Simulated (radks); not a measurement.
Problem. The table gives one normalised radial function P(r) = r R(r) of Zr2+ in [Kr] 4d2 (r in bohr). Calculated with a radial shooting solver on a logarithmic mesh with Libxc functionals: scalar-relativistic Kohn-Sham, PBEsol, spin-polarised, spherical densities, finite nucleus; open shells are filled with parallel spins first (spin-orbit coupling, left out, can overturn this in heavy ions); Fermi nuclear charge, rms radius 4.2694 fm.

r,P
0.004318,0.0000
0.005667,0.0001
0.007439,0.0001
0.009764,0.0003
0.01292,0.0007
0.01696,0.0015
0.02226,0.0031
0.02922,0.0063
0.03835,0.0127
0.05074,0.0250
0.0666,0.0465
0.08742,0.0819
0.1147,0.1350
0.1506,0.2044
0.1993,0.2797
0.2616,0.3279
0.3433,0.3117
0.4507,0.1977
0.5915,-0.0171
0.7765,-0.2928
1.027,-0.5609
1.348,-0.7199
1.77,-0.7304
2.323,-0.6038
3.05,-0.4003
4.035,-0.1996
5.296,-0.0724
6.952,-0.0166

Which n and l does it have? It may be an empty orbital.

Solution. n = 4, l = 2: the number of nodes gives n - l - 1 = 1, the rise at small r (about r^(l+1), flatter next to the nucleus through relativity) gives l, and the extent must fit the shell. The curve is that of 4d up; the table hardly tells the two spins apart. 4d up: eigenvalue -17.922 eV, 1 radial node at r = 0.581 bohr, <r> = 1.99 bohr, 90 % of the charge inside 3.13 bohr.
